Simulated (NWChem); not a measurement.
Species: SiNH3, singlet; SMILES N[SiH]

```xyz
5

Si     0.1159    -0.6930     0.0000
H     -1.4076    -0.8838     0.0000
N      0.0161     1.0305     0.0000
H     -0.8305     1.5888     0.0000
H      0.8482     1.6101     0.0000
```
Atoms are numbered in this order, from 1.

Program: NWChem. Geometry optimised at B3LYP/6-31G*; all other runs use it. Pople sets run with spherical d functions. Low-valent species are run as closed-shell singlets; no triplet was tried in these runs.

| quantity | level | value |
|---|---|---|
| vertical ionisation energy, ΔSCF (eV) | PBE/def2-SVP | 8.62 |
| anisotropy (bohr³), static | B3LYP/def2-SVPD | 11.5 |
| vertical, lowest excitation, singlet (eV) | B3LYP/def2-SVPD, TDA | 3.74 |
| solvation free energy (kcal/mol) in n-hexane | B3LYP/6-31G*, SMD | -2.2 |
| dipole (D) | B3LYP/6-31G* | 2.35 |
| highest harmonic frequency (cm⁻¹) | B3LYP/6-31G* | 3642 |
